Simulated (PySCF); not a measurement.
# Two-component Hartree-Fock for Ga¹⁷⁺ (gallium, charge +17)

Start: [Ne] 3s2 3p2; 3p1/2 filled at m_j = -1/2, +1/2. Calculated with PySCF 2.14 in an uncontracted even-tempered set (19 s from 1.7 bohr⁻², ratio 2.4; 13 p from 2.2 bohr⁻², ratio 2.4; 5 d from 8.9 bohr⁻², ratio 2.6; 4 f from 13 bohr⁻², ratio 2.6): generalised Hartree-Fock with the X2C-1e Hamiltonian and a Gaussian nucleus; one run each with spin-orbit coupling (SO) switched off, then screened by Boettger's factors.

```
spinor shell  electrons  ε, spin-free (eV)  ε, screened SO (eV)  weight of nominal j (screened SO)  rms radius, screened SO (bohr)
       1s1/2          2           -11089.2             -11088.5                              1.000                          0.0560
       2s1/2          2            -1969.4              -1969.0                              1.000                           0.232
       2p1/2          2            -1793.1              -1814.6                              0.993                           0.205
       3s1/2          2            -682.96              -682.79                              1.000                           0.591
       3p1/2          2            -637.09              -638.02                              0.817                           0.583
```

Task: Where does 2p3/2 lie, and what is the 2p spin-orbit splitting (screened SO)?

Result: At -1782.2 eV, 32.487 eV above 2p1/2.

| quantity | spin-free | screened SO |
| --- | --- | --- |
| E (hartree) | -1789.73307 | -1789.93422 |
| M_J | 0 | 0 |
| ⟨J²⟩ | 2.002 | 0.702 |
| ⟨L²⟩ | 2.001 | 1.743 |
| ⟨S²⟩ | 2.001 | 1.727 |

The determinant has a definite M_J but mixes levels of different J.

Each row is a mean over spinors that exchange with the open shell spreads, by up to 14.524 eV (3s1/2).

Rows whose weight is well below 1 are mixtures of j = l ± 1/2: exchange outweighs spin-orbit coupling there, and the label is only the starting occupation.

Without spin-orbit coupling the j labels of p, d and f shells carry no meaning; the spin-free column gives the mean over the occupied spinors of each nl shell.
